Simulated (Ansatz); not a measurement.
Species: C₅H₁₀O, net charge 0, singlet state. SMILES: CC(=O)CCC
Structure (B3LYP-D3(BJ)/def2-TZVP (Ansatz, a first-principles code) minimum search):
```xyz
16

C      2.6548     0.6062    -0.4687
C      1.4557    -0.2146    -0.0040
C      0.1343     0.5021    -0.2417
C     -1.0922    -0.2732     0.2023
O     -1.0133    -1.3738     0.6969
C     -2.4267     0.4088    -0.0080
H      2.7104     1.5620     0.0585
H      2.5971     0.8233    -1.5384
H      3.5903     0.0741    -0.2889
H      1.4359    -1.1778    -0.5180
H      1.5479    -0.4486     1.0586
H      0.0080     0.7441    -1.3041
H      0.1191     1.4720     0.2705
H     -2.5676     0.6478    -1.0650
H     -2.4566     1.3550     0.5382
H     -3.2327    -0.2365     0.3333
```

Parts of the frozen-core correlation energy in aug-cc-pVDZ (Ansatz, hartree). Frozen orbitals: 6; correlated occupied orbitals by spin: 18 and 18; virtual: 204 and 204. No spin-orbit coupling. Non-relativistic.

```csv
term,value
reference (HF),-270.06676
MP2 opposite-spin,…
MP2 same-spin,-0.22311
CCSD correlation,…
(T),…
T1 diagnostic,0.012
largest doubles amplitude,0.040
```

Q: What belongs in the gaps?

A: 
- MP2 opposite-spin, value: -0.70045
- CCSD correlation, value: -0.98758
- (T), value: -0.03476
